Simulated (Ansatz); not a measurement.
Z-matrix (Å, degrees):
```
O
Si 1 1.635
H 1 0.963 2 120.7
Br 2 2.289 1 101.2 3 0.0
```

Total charge 0; spin multiplicity 1.

Q: List the r2SCAN/def2-TZVPP orbital energies in eV (Ansatz 0.2.0). (Estimate.)

A: The calculation gave: Occupied: -13121.87, -1792.73, -1695.11, -1525.85, -1525.82, -1525.81, -516.81, -234.76, -174.93, -174.83, -174.79, -142.93, -97.88, -97.81, -97.69, -68.78, -68.76, -68.73, -68.65, -68.65, -27.29, -20.03, -14.90, -11.53, -9.68, -9.54, -7.88, -7.70, -6.68. Lowest empty: -2.88, -0.62, 0.30, 1.53, 3.83, 4.36, 4.89, 5.25.
